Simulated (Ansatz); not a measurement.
# Match the barriers

Saddle point of Si₂H₈SeO, singlet (Si₂H₆O ([SiH3][O][SiH3]) + H₂Se → Si₂H₆SeO ([SiH3][O][SiH2][SeH]) + H₂; bonds formed: Si1–Se8, H2–H7; bonds broken: Si1–H2, H7–Se8), PBE0-D4/def2-TZVP structure:

| atom | x (Å) | y (Å) | z (Å) |
| --- | --- | --- | --- |
| Si1 | 0.3773 | 0.6709 | 0.4833 |
| H2 | 1.1136 | -0.4545 | -0.6067 |
| O3 | -1.0008 | 0.2560 | -0.3271 |
| Si4 | -2.0561 | -0.9697 | -0.6008 |
| H5 | 0.4464 | 2.1014 | 0.1543 |
| H6 | 0.2134 | 0.0457 | 1.8083 |
| H7 | 1.8269 | -0.1711 | -0.1166 |
| Se8 | 2.9039 | 0.8206 | 1.1835 |
| H9 | -2.4074 | -1.6441 | 0.6770 |
| H10 | -1.4390 | -1.9646 | -1.5171 |
| H11 | -3.2756 | -0.4049 | -1.2245 |
| H12 | 3.2974 | 1.7143 | 0.0862 |

Ansatz 0.2.0; basis: def2-TZVPP, with def2-QZVPP for the basis limit; cores frozen in the correlated methods. Filled d shells of the heavier atoms are correlated. The def2 sets are not built for correlating such inner shells, so the correlated values are less sure here. Extrapolation: Hartree–Fock as exp(−7.88 √X), correlation as X^−2.97. Four methods, as single points on the PBE0-D4 structures, gave these electronic barriers from the start structure: 27.07, 36.06, 42.15, 59.37 kcal/mol.

Problem. The methods were, in alphabetical order, HF, MP2, r2SCAN-D4, SPW92. Which gave which? (Judge from chemistry; the calculation decides.)

Solution. Computed: SPW92 27.07; r2SCAN-D4 36.06; MP2 42.15; HF 59.37 kcal/mol. For comparison, CCSD(T) at an estimated basis limit (MP2 extrapolated from triple and quadruple zeta, plus CCSD(T) − MP2 in triple zeta) gives 42.29 kcal/mol.

No T1 diagnostic of these runs exceeds 0.012.

Labels in which every atom is bracketed show which atoms are joined, not bond orders.

For scale, one of the runs: CCSD(T)/def2-TZVPP, 275 basis functions, launched by `ansatz run in.yaml --threads 8 --pin off --events-out ev --progress --plain --max-ram 19148MiB`. Time: 2.7 min of wall clock on 8 CPU threads of an Arm Neoverse V2; the host was shared. Peak host memory: 7.1 GiB.
